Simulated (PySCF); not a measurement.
Constitutional and geometric isomers with formula CH2N2Si. All species are isolated molecules in the gas phase. Strings in code marks are SMILES.

Level of theory: TPSSh-D3(BJ)/def2-TZVP // CAM-B3LYP-D3(BJ)/def2-TZVP run with PySCF. Delta-SCF ions had no search for a lower state. 

```tsv
species	vertical ionisation energy (Delta-SCF) (eV)	dipole moment (D)
`N#CN=[SiH2]`	9.62	___
`[H]/N=[si]1/cn1`	9.26	1.08
`[H]/N=[SiH]/C#N`	10.32	3.78
```

Question: Complete the blanks.

Answer: 
- `N#CN=[SiH2]`, dipole moment (D): 6.58
